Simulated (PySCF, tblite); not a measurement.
Species: C3H6OSi.
Numbering: `[O:1]=[C:2]1[CH2:3][SiH2:4][CH2:5]1` (hydrogens: H6, H7 on C3; H8, H9 on Si4; H10, H11 on C5)

Cartesian coordinates in Å at the GFN2-xTB level; atoms count from 1:
```xyz
11
C3H6OSi angstrom
O      0.9278   -1.8106    1.1850
C      0.4912   -0.9301    0.4988
C     -0.8868   -0.8019   -0.1231
Si    -0.5940    1.0744   -0.3560
C      1.1279    0.3977    0.1331
H     -0.9304   -1.3629   -1.0560
H     -1.6826   -1.1846    0.5124
H     -0.7384    1.6012   -1.7098
H     -1.2259    1.9187    0.6531
H      1.8090    0.2665   -0.7071
H      1.7076    0.8342    0.9437
```

Method used: CAM-B3LYP/def2-SVPD in PySCF (dipole) on a GFN2-xTB geometry, gas phase.

Take the most abundant isotopes and a rigid rotor. The values belong to one conformer with, in the numbering `[O:1]=[C:2]1[CH2:3][SiH2:4][CH2:5]1`, O1–C2–C3–Si4 161°, C2–C3–Si4–C5 11°, C3–Si4–C5–C2 -11°, O1–C2–C5–Si4 -161°.

Q: What are A, B and C (MHz)?

A: Ia = 54.32, Ib = 162.88, Ic = 201.57 u·Å²; 505379 MHz·u·Å²/I gives A = 9304, B = 3103, C = 2507 MHz.

Q: What kind of rotor is it?

A: An asymmetric top; Ray's κ = -0.825.

Q: What does the inertial defect say?

A: Not planar: Δ = Ic − Ia − Ib = -15.63 u·Å². For a rigid frame Δ = −2 Σ m c², so Σ m c² = 7.82 u·Å² lies off the ab plane: 6.33 from hydrogen and 1.48 from heavier atoms. The atom farthest from that plane is 1.46 Å away.

Q: List the rotational levels J(Ka,Kc) to J = 2 (MHz).

A: Above 0(0,0):
J = 1: 1(0,1) 5610, 1(1,1) 11811, 1(1,0) 12407
J = 2: 2(0,2) 16789, 2(1,2) 22436, 2(1,1) 24222, 2(2,1) 42827, 2(2,0) 42868
Those of J = 1 are B + C, A + C and A + B.

Q: Which types of transition are allowed, and where do some lines up to J = 5 fall?

A: The dipole components are |μa| = 3.24 D, |μb| = 0.00 D, |μc| = 0.62 D; the mirror of this Cs structure is the ac plane, so μb vanishes by symmetry and there are no b-type lines. Intensities carry the squares of the components, which stand as 1.00 : 0.04 (a : c). Some lines, for components of 0.1 D or more:

| type | branch | J(Ka,Kc) | MHz | lower level (cm⁻¹) |
| --- | --- | --- | --- | --- |
| a | Q | 2(1,1) ← 2(1,2) | 1786 | 0.748 |
| c | Q | 1(1,1) ← 1(0,1) | 6201 | 0.187 |
| a | R | 2(1,1) ← 1(1,0) | 11815 | 0.414 |
| a | R | 3(1,3) ← 2(1,2) | 15912 | 0.748 |
| c | Q | 4(2,3) ← 4(1,3) | 16602 | 2.184 |
| a | R | 3(1,2) ← 2(1,1) | 17697 | 0.808 |
| c | Q | 3(2,2) ← 3(1,2) | 17738 | 1.398 |
| a | R | 4(0,4) ← 3(0,3) | 22042 | 1.116 |
| a | R | 4(3,1) ← 3(3,0) | 22527 | 3.075 |
| a | R | 5(2,4) ← 4(2,3) | 27959 | 2.737 |
| a | R | 5(3,3) ← 4(3,2) | 28173 | 3.826 |
| a | R | 5(2,3) ← 4(2,2) | 28723 | 2.757 |
| c | R | 3(2,2) ← 2(1,2) | 37221 | 0.748 |
| c | R | 5(1,4) ← 4(0,4) | 39304 | 1.851 |
| c | R | 4(2,3) ← 3(1,3) | 43717 | 1.279 |
| c | Q | 4(4,1) ← 4(3,1) | 45413 | 3.826 |
| c | R | 5(2,4) ← 4(1,4) | 50504 | 1.985 |
| c | R | 4(4,0) ← 3(3,0) | 67940 | 3.075 |
| c | R | 5(4,2) ← 4(3,2) | 73566 | 3.826 |

Q: Estimate the classical rotational partition function at 25 K, 200 K and 298.15 K.

A: Point group Cs, symmetry number σ = 1; q = (√π/σ)·√((kT/h)³/(ABC)), k/h = 20836.6 MHz/K: 2480 at 25 K, 56000 at 200 K, 102000 at 298.15 K.

Its GFN2-xTB frequencies are all real (lowest 61 cm⁻¹). Constants of a rigid frame at the computed geometry: no zero-point averaging, no centrifugal distortion.

On Arm Neoverse V1, one thread, no GPU, shared host with 32 logical CPUs at a one-minute load of 12, this took 19 s and 0.68 GiB of memory at its peak. This is the CAM-B3LYP/def2-SVPD job that gave the dipole, with the excitations it also computed.
